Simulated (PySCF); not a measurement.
Run record for `CCC[C@@H]1C[C@H]1C`: LDA/6-31G, energy threshold 1e-08 Eh, full TDDFT, 25 singlets.

Method: TDDFT LDA/6-31G, vertical, gas phase, core orbitals frozen in the response (PySCF 2.14.0, density-fitted response routines). Geometry: GFN2-xTB. A driver script takes a list of jobs; this job's settings line and coordinates (Å) are shown.

Command:
```bash
OMP_NUM_THREADS=1 python probes_run.py task.json out
```

Input:
```
{"job": {"kind": "uv", "xc": "LDA", "basis": "6-31G", "nstates": 25, "ntriplets": 5, "tda": false, "scf": {"conv": 1e-08}}, "charge": 0, "multiplicity": 1}
C     -3.253749     0.254919     0.037550
C     -1.917240    -0.436950    -0.199591
C     -0.740031     0.519024    -0.003366
C      0.586085    -0.179748    -0.187804
C      1.188687    -0.951304     0.950861
C      1.819240     0.332363     0.496181
C      3.149606     0.316385    -0.213003
H     -4.077686    -0.440567    -0.104822
H     -3.383590     1.085171    -0.653674
H     -3.305736     0.644424     1.052246
H     -1.812828    -1.276059     0.491754
H     -1.889054    -0.839159    -1.214912
H     -0.787009     0.944774     1.001749
H     -0.821264     1.343438    -0.717848
H      0.723203    -0.597545    -1.178717
H      1.700751    -1.876682     0.734449
H      0.662759    -0.957536     1.893678
H      1.686468     1.189785     1.146009
H      3.237456    -0.563729    -0.845879
H      3.966340     0.304399     0.507560
H      3.258672     1.201542    -0.838191
```

Output:
```
final grid: 153664 points
cycle   1  E = -272.3140715518  dE =  5.268e-01  |g| = 7.170e-01  |ddm| = 3.966e+00
cycle   2  E = -272.1443620219  dE =  1.697e-01  |g| = 1.057e+00  |ddm| = 2.143e+00
cycle   3  E = -272.4617722332  dE = -3.174e-01  |g| = 2.835e-02  |ddm| = 1.368e+00
cycle   4  E = -272.4618553148  dE = -8.308e-05  |g| = 2.594e-02  |ddm| = 9.363e-02
cycle   5  E = -272.4620308201  dE = -1.755e-04  |g| = 3.221e-03  |ddm| = 3.127e-02
cycle   6  E = -272.4620332610  dE = -2.441e-06  |g| = 1.550e-03  |ddm| = 6.647e-03
cycle   7  E = -272.4620338567  dE = -5.957e-07  |g| = 2.629e-04  |ddm| = 1.684e-03
cycle   8  E = -272.4620338767  dE = -1.996e-08  |g| = 4.856e-05  |ddm| = 4.324e-04
cycle   9  E = -272.4620338772  dE = -5.248e-10  |g| = 2.926e-05  |ddm| = 1.011e-04
converged SCF energy = -272.4620338772

Static polarisability (au): isotropic 72.513, principal 64.112 67.156 86.270

Singlet excitations
state   eV       nm        f      main configurations
  1   7.9985    155.0   0.00852   H->L 0.99
  2   8.2223    150.8   0.00185   H->L+1 0.97
  3   8.3365    148.7   0.00528   H-1->L 0.97
  4   8.4627    146.5   0.00810   H->L+2 0.97
  5   8.5592    144.9   0.00099   H-1->L+1 0.98
  6   8.7672    141.4   0.00249   H-1->L+2 0.98
  7   9.1502    135.5   0.03433   H->L+3 0.77, H->L+4 0.13
  8   9.2773    133.6   0.01112   H->L+4 0.81, H->L+5 0.09
  9   9.5022    130.5   0.00106   H-2->L 0.90
 10   9.5314    130.1   0.01187   H-1->L+3 0.53, H-1->L+4 0.18, H->L+5 0.12
 11   9.5652    129.6   0.01740   H->L+5 0.41, H->L+6 0.21, H-1->L+3 0.18
 12   9.5867    129.3   0.02073   H-1->L+4 0.72, H->L+5 0.10
 13   9.6589    128.4   0.01121   H-3->L 0.54, H-2->L+1 0.37
 14   9.6754    128.1   0.03291   H-2->L+1 0.52, H-3->L 0.37
 15   9.8413    126.0   0.00512   H->L+7 0.34, H-4->L 0.29, H->L+6 0.20
 16   9.8716    125.6   0.00140   H-2->L+2 0.53, H-4->L 0.27
 17   9.8794    125.5   0.00627   H-2->L+2 0.41, H-4->L 0.22, H-3->L+1 0.18
 18   9.9056    125.2   0.00472   H-1->L+5 0.30, H->L+7 0.28, H-1->L+6 0.23
 19   9.9443    124.7   0.05929   H-3->L+1 0.43, H-1->L+6 0.17
 20  10.0246    123.7   0.05873   H-4->L+1 0.27, H-3->L+2 0.18, H->L+6 0.14
 21  10.0273    123.6   0.09074   H-3->L+2 0.57, H->L+6 0.08
 22  10.0588    123.3   0.05472   H-4->L+1 0.40, H->L+7 0.10, H-3->L+1 0.09
 23  10.0754    123.1   0.10233   H->L+8 0.62, H-3->L+2 0.12, H-4->L+1 0.12
 24  10.1416    122.3   0.00636   H-5->L 0.79, H-4->L+2 0.11
 25  10.1633    122.0   0.03630   H->L+9 0.66

Triplet excitations (Tamm-Dancoff, eV): 7.9097 8.0577 8.2169 8.2911 8.3679
```

H and L stand for HOMO and LUMO; the number after each pair is its weight.

Question: Which computed singlet has the largest oscillator strength, and what do all of them sum to?

Answer: State 23 at 10.08 eV (123 nm), f = 0.102; the 25 states sum to 0.594.

Question: Give the mean polarisability as a volume in Å³, and the ratio of the largest to the smallest principal value.

Answer: 72.513 au × 0.148185 = 10.75 Å³; 86.270/64.112 = 1.35.

In short: SCF converged in 9 cycles with 91 basis and 812 fitting functions; HOMO -6.12 eV, LUMO 1.83 eV; lowest singlet 8.00 eV; lowest triplet 7.91 eV (Tamm–Dancoff); mean polarisability 72.5 au.

The run took 29 s (with the writing of density and orbital grids) on one thread of an Arm Neoverse N1, on a shared host, and the process peaked at 0.40 GiB of memory.

Conformer computed: `[CH3:1][CH2:2][CH2:3][C@@H:4]1[CH2:5][C@H:6]1[CH3:7]`: C1–C2–C3–C4 178°, C2–C3–C4–C5 -83°.

One conformer stands for the species.
